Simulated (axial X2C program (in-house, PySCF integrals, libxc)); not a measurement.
**Outer orbitals of KS at 2.819 Å, PBE0**

Computed with an in-house relativistic program for diatomic molecules. Spin-free means the one-electron spin-free X2C Hamiltonian; two-component (2c) means X2C with spin–orbit coupling and atomic mean-field two-electron Coulomb and Gaunt terms, so the difference of the two also holds small scalar two-electron terms. Basis: K dyall-cv3z [11s12p6d3f], S dyall-av3z [9s8p3d2f] (cores contracted in-house); Gaussian nuclei, density fitting, unrestricted open shells. Masses: K 38.964 u, S 31.972 u.

The distance is close to the 2c PBE0 minimum; the highest filled and lowest empty levels are listed.

Spin-free orbitals, state M_S = 1/2, Λ = 1 (beyond evenly filled blocks: π+α, π+β, π-α) (Löwdin shares):

```json
{"symmetry": "π+β", "occupied": "yes", "ε (eV)": "-20.96", "atomic character": "100% K p"}
{"symmetry": "π-α", "occupied": "yes", "ε (eV)": "-20.95", "atomic character": "100% K p"}
{"symmetry": "π+α", "occupied": "yes", "ε (eV)": "-20.95", "atomic character": "100% K p"}
{"symmetry": "π-β", "occupied": "yes", "ε (eV)": "-20.95", "atomic character": "100% K p"}
{"symmetry": "σα", "occupied": "yes", "ε (eV)": "-20.88", "atomic character": "97% K p"}
{"symmetry": "σβ", "occupied": "yes", "ε (eV)": "-20.87", "atomic character": "97% K p"}
{"symmetry": "σα", "occupied": "yes", "ε (eV)": "-16.32", "atomic character": "88% S s, 6% K p, 4% K d"}
{"symmetry": "σβ", "occupied": "yes", "ε (eV)": "-15.05", "atomic character": "88% S s, 5% K p, 4% K d"}
{"symmetry": "π-α", "occupied": "yes", "ε (eV)": "-5.66", "atomic character": "95% S p, 4% K d"}
{"symmetry": "π+α", "occupied": "yes", "ε (eV)": "-5.66", "atomic character": "95% S p, 4% K d"}
{"symmetry": "σα", "occupied": "yes", "ε (eV)": "-5.30", "atomic character": "88% S p, 4% K s, 3% K d"}
{"symmetry": "σβ", "occupied": "yes", "ε (eV)": "-4.96", "atomic character": "88% S p, 5% K s, 4% K d"}
{"symmetry": "π+β", "occupied": "yes", "ε (eV)": "-4.59", "atomic character": "93% S p, 4% K d, 2% K p"}
{"symmetry": "π-β", "occupied": "no", "ε (eV)": "-2.22", "atomic character": "90% S p, 6% K d, 4% K p"}
{"symmetry": "σβ", "occupied": "no", "ε (eV)": "-1.39", "atomic character": "69% K s, 23% K p, 5% S p"}
{"symmetry": "σα", "occupied": "no", "ε (eV)": "-1.36", "atomic character": "70% K s, 21% K p, 4% S p"}
{"symmetry": "π+β", "occupied": "no", "ε (eV)": "-0.09", "atomic character": "90% K p, 8% K d"}
```

Spinors with spin–orbit coupling (state Ω = 3/2):

| ω | occupied | ε (eV) | atomic character | λ mixture |
| --- | --- | --- | --- | --- |
| 1/2 | yes | -21.10 | 99% K p | 78% π, 22% σ |
| -1/2 | yes | -21.09 | 99% K p | 79% π, 21% σ |
| 3/2 | yes | -20.86 | 100% K p | 100% π |
| -3/2 | yes | -20.86 | 100% K p | 100% π |
| 1/2 | yes | -20.81 | 98% K p | 78% σ, 22% π |
| -1/2 | yes | -20.80 | 98% K p | 79% σ, 21% π |
| 1/2 | yes | -16.32 | 88% S s, 6% K p, 4% K d | 100% σ |
| -1/2 | yes | -15.05 | 88% S s, 5% K p, 4% K d | 100% σ |
| -1/2 | yes | -5.68 | 95% S p, 4% K d | 100% π |
| 3/2 | yes | -5.63 | 94% S p, 4% K d | 100% π |
| 1/2 | yes | -5.30 | 88% S p, 4% K s, 3% K d | 100% σ |
| -1/2 | yes | -4.95 | 88% S p, 5% K s, 4% K d | 100% σ |
| 1/2 | yes | -4.61 | 93% S p, 4% K d, 2% K p | 100% π |
| -3/2 | no | -2.20 | 90% S p, 6% K d, 4% K p | 100% π |
| -1/2 | no | -1.39 | 69% K s, 23% K p, 5% S p | 100% σ |
| 1/2 | no | -1.37 | 70% K s, 21% K p, 4% S p | 100% σ |
| 1/2 | no | -0.10 | 90% K p, 8% K d | 100% π |

(1) How does the gap between the highest filled and lowest empty level change from the spin-free to the 2c table?

Mulliken charges and populations of the two-component result (they depend on the basis, above all on diffuse functions):

K 0.82 e (s 6.08 p 12.01 d 0.09), S -0.82 e (s 6.00 p 10.80 d 0.01). ⟨Lz⟩ = 1.00 ħ and ⟨Sz⟩ = 0.50 ħ (-0.01 and 0.51 on the two atoms), which add up to Ω.

Occupations by symmetry block were frozen at the best pattern of an incomplete PBE0 search. Density functionals use the spin component along the axis (collinear). Other states lie close and PBE0, whose exact exchange favours high spin, may order them wrongly; the determinant shown need not be the ground state. The nearest other spin-free determinant of the search, M_S = 1/2, Λ = 0, lies 0.24 eV up at the distance of the search. Without a current term, density functionals place determinants with orbital angular momentum somewhat too high.

Answers

(1) From 2.37 to 2.41 eV at PBE0, a change of 0.04 eV.
